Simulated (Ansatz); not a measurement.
Input file for Ansatz (a first-principles code): U-PBE/cc-pV(T+d)Z on C2H5Al (SMILES C=[CH][AlH2]), a point of a bond scan (R = 2.136 Å). Files ending in .json are basis or fitting sets from the Basis Set Exchange.

Ansatz 0.2 input:
```yaml
crystal:
  periodic: [false, false, false]
  atoms:
    - {symbol: Al, position_ang: [-0.13640480, 0.16293037, 1.16257739]}
    - {symbol: H, position_ang: [-1.05270392, 2.09084692, 1.23687993]}
    - {symbol: H, position_ang: [0.17826312, -0.64444815, 2.48571591]}
    - {symbol: C, position_ang: [0.29151772, -0.55237827, -0.58963342]}
    - {symbol: C, position_ang: [0.01802875, 0.14494252, -1.69877918]}
    - {symbol: H, position_ang: [0.75944852, -1.52587481, -0.73005893]}
    - {symbol: H, position_ang: [0.24169125, -0.21989595, -2.69843926]}
    - {symbol: H, position_ang: [-0.44827436, 1.12572183, -1.65786457]}
basis:
  gaussian:
    orbitals: cc-pV_T+d_Z.json
hamiltonian:
  xc: {name: PBE}
magnetization: {spin_polarized: true, initial_magnetization: 0}
```

Program output:

```
WARN ansatz: RAYON_NUM_THREADS=1 ignored (pool sized by the plan → 1); use --threads N
Functional definition: PBE
integrals: 0.06 GiB planned
914 factors; their error is unknown
mean field: 0.68 GiB planned
mean field evaluation 1: about -8735.0029 eV, gradient 4.3e1 eV
mean field evaluation 2: about -8694.7438 eV, gradient 8.3e1 eV
mean field evaluation 4: about -8743.7259 eV, gradient 1.1e1 eV
mean field evaluation 8: about -8744.3491 eV, gradient 3.3e-2 eV
mean field evaluation 16: about -8744.3288 eV, gradient 3.9e-5 eV
mean field -8744.32882680 eV, -321.3481572659 hartree, gradient 4.8e-6 eV, S^2 0.000000; 0 other end points of the search recorded, 0 dependent functions left out
reference -8744.32887119 eV, -321.3481588971 hartree; 15, 15 occupied and 154, 154 virtual orbitals, 914 factors
Total energy: -8744.32887119 eV, -321.3481588971 hartree
```

The calculation finished and met its thresholds.

Cost: very roughly 3 core-seconds.
